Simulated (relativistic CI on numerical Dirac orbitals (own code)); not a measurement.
## Ir2+: L2,3 absorption edge

Computed with this model: Dirac-Coulomb-Breit CI, KLI orbitals optimised for each configuration, model QED (radiative potential, 1s self-energy scaled to tabulated hydrogen-like ionisation energies), valence Slater integrals scaled by 0.7, multiplet model of core-to-valence dipole absorption; configurations [Xe] 4f14 5d7 → [He] 2s2 2p5 3s2 3p6 3d10 4s2 4p6 4d10 4f14 5s2 5p6 5d8; 300 K; Lorentzian 5 eV and Gaussian 1 eV FWHM. Energies are those of the free ion, without screening or charge transfer. The branching ratio is the share of the lower-energy edge in the whole absorption, uncertain by about 0.02 where the edges overlap. S is read from ⟨S²⟩ = S(S + 1).

Field parameters in Wybourne normalisation: Oh B⁴₀ = 21Dq, B⁴₄ = √(5/14) B⁴₀. The field is a parameter set, without covalency.

Computed curve for free ion, scaled to 100 at the maximum (points under 2 are left out and the grid is thinned):

Energy (eV), Intensity and a bar:
```
  11195.0        2.1 
  11196.0        2.4 
  11197.0        2.7 
  11198.0        3.0 
  11199.0        3.5 
  11200.5        4.4 #
  11201.5        5.2 #
  11202.5        6.2 #
  11203.5        7.6 ##
  11204.5        9.4 ##
  11205.5       12.0 ###
  11206.5       15.7 ####
  11207.5       21.3 ######
  11208.5       29.9 #########
  11209.5       43.7 #############
  11211.0       76.3 #######################
  11212.0       96.6 ##############################
  11213.0       97.2 ##############################
  11214.0       78.3 ########################
  11215.0       55.6 #################
  11216.0       38.0 ###########
  11217.0       26.5 ########
  11218.0       19.0 #####
  11219.0       14.2 ####
  11220.0       11.0 ###
  11221.5        7.8 ##
  11222.5        6.4 #
  11223.5        5.3 #
  11224.5        4.5 #
  11225.5        3.8 #
  11226.5        3.3 
  11227.5        2.9 
  11228.5        2.6 
  11229.5        2.3 
  11230.5        2.0 
  12821.5        3.1 
  12822.5        3.9 #
  12823.5        3.8 #
  12824.5        3.0 
  12825.5        2.1
```

The ground state has S = 1.38, and the centroid lies at 11273.10 eV.
